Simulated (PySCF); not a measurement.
Delta-SCF ions had no search for a lower state. Excitations are Tamm–Dancoff values on a coarser integration grid. The basis has no diffuse functions, so Rydberg states are missing or too high.

**C$_{4}$H$_{6}$BN, SMILES `B/C(C#N)=C/C` (charge 0, multiplicity 1)**

Computed with CAM-B3LYP-D3(BJ)/def2-TZVP in PySCF.

```json
{
  "HOMO": "-9.59 eV",
  "dipole_moment": "4.58 D",
  "HOMO–LUMO gap": "8.10 eV",
  "LUMO": "-1.49 eV",
  "S1 excitation (TDA)": "5.62 eV",
  "S1 oscillator strength": "0.001",
  "brightest of the four lowest singlets (TDA)": "5.70 eV",
  "T1 excitation (TDA)": "3.43 eV",
  "S1–T1 gap (TDA)": "2.19 eV",
  "vertical ionisation energy (Delta-SCF)": "10.41 eV",
  "vertical electron affinity (Delta-SCF)": "0.82 eV",
  "total_energy": "-6409.63 eV",
  "cost": "around 5 core-minutes (rough)"
}
```

```xyz
12

B      2.1193    -0.3261    -0.0156
C      0.6863     0.2193     0.0240
C      0.4416     1.6281     0.1486
N      0.2590     2.7555     0.2484
C     -0.3628    -0.6230    -0.0581
C     -1.7992    -0.2673    -0.0354
H      3.0594     0.3955     0.0550
H      2.2632    -1.5029    -0.1201
H     -0.1275    -1.6780    -0.1511
H     -1.9627     0.8036     0.0597
H     -2.2826    -0.6241    -0.9483
H     -2.2939    -0.7806     0.7928
```
